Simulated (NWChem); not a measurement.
Molecule: CH₄O₂Si; SMILES O=C[SiH2]O

```xyz
8

O     -0.6566     1.6544     0.0000
C      0.4612     1.1586     0.0000
Si     0.5443    -0.7728     0.0000
O     -1.0609    -1.1811     0.0000
H      1.3522     1.8284     0.0000
H      1.2661    -1.2456    -1.2106
H      1.2661    -1.2456     1.2106
H     -1.5975    -0.3658     0.0000
```
Atoms are numbered in this order, from 1.

Results from NWChem. Coordinates come from a B3LYP/6-31G* (spherical d) optimisation. Level: PBE0/def2-SVP with SMD (1 M gas to 1 M solution), gas-phase geometry. Reactions with the solvent are ignored.

| solvent | dielectric constant | solvation free energy (kcal/mol) | cavity-dispersion-structure term (kcal/mol) | dipole in solution (D) |
|---|---|---|---|---|
| water | 78.4 | -3.2 | 4.0 | 2.67 |
| methanol | 32.6 | -3.9 | 3.1 | 2.65 |
| N,N-dimethylformamide | 37.2 | -3.9 | -0.6 | 2.43 |
| 1-octanol | 9.86 | -3.3 | 2.8 | 2.54 |
| dichloromethane | 8.93 | -3.3 | ? | ? |
| benzene | 2.27 | -2.6 | -0.8 | 2.19 |

Question: What belongs in the gaps?

Answer: 
- dichloromethane, cavity-dispersion-structure term (kcal/mol): 0.4
- dichloromethane, dipole in solution (D): 2.39
